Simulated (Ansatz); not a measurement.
`[SiH3]C(Cl)Cl` + H₂ → `ClCCl` + SiH₄ at 400 K and 1 bar (hydrogenolysis of a C–Si bond).

Calculated with Ansatz (gas phase, PBE0-D4/def2-TZVP geometries, no zero-point term in ΔE). CCSD(T)/CBS is the MP2 limit (def2-TZVPP, def2-QZVPP) plus CCSD(T) − MP2 in def2-TZVPP, frozen cores. This one scheme is used for every species.

```json
{"species": "`[SiH3]C(Cl)Cl`", "CCSD(T)/CBS energy (Eh)": "-1249.07910", "H − E (kJ/mol)": "143.4", "S (J/(mol·K))": "356.3"}
{"species": "H₂", "CCSD(T)/CBS energy (Eh)": "-1.17544", "H − E (kJ/mol)": "38.0", "S (J/(mol·K))": "139.0"}
{"species": "`ClCCl`", "CCSD(T)/CBS energy (Eh)": "-958.80256", "H − E (kJ/mol)": "94.9", "S (J/(mol·K))": "286.0"}
{"species": "SiH₄", "CCSD(T)/CBS energy (Eh)": "-291.46306", "H − E (kJ/mol)": "96.9", "S (J/(mol·K))": "218.6"}
```

H − E and S are ideal-gas, rigid-rotor, harmonic terms from PBE0-D4/def2-TZVP. The MP2-based limit puts H₂ 0.8 mEh under its directly extrapolated value; such offsets cancel only in part. 1 Eh = 2625.50 kJ/mol, R = 8.31446 J/(mol·K).

Task: By hand: ΔE, ΔH, ΔS and ΔG.

Result: ΔE = (-958.80256) + (-291.46306) − (-1249.07910) − (-1.17544) = -0.01108 Eh = -29.1 kJ/mol. Δ(H − E) = 94.9 + 96.9 − 143.4 − 38.0 = 10.4, so ΔH = -18.7 kJ/mol. ΔS = 286.0 + 218.6 − 356.3 − 139.0 = 9.3 J/(mol·K). ΔG = -18.7 − 400 × (9.3)/1000 = -22.4 kJ/mol.

Task: By hand: the equilibrium constant, and the temperature at which ΔG would vanish if ΔH and ΔS stayed fixed.

Result: log₁₀ K = −ΔG/(RT ln 10) = 2.9. ΔH and −TΔS have one sign here, so there is no such temperature.

The number of gas molecules stays the same, so ΔS is small and ΔH decides. A doubt of 5 kJ/mol in ΔE shifts log₁₀ K by 0.7 here. These are equilibria of isolated gas molecules and say nothing of rates. Largest T1 diagnostic: 0.011 (customary marks: 0.02 for closed shells, 0.045 for open ones).
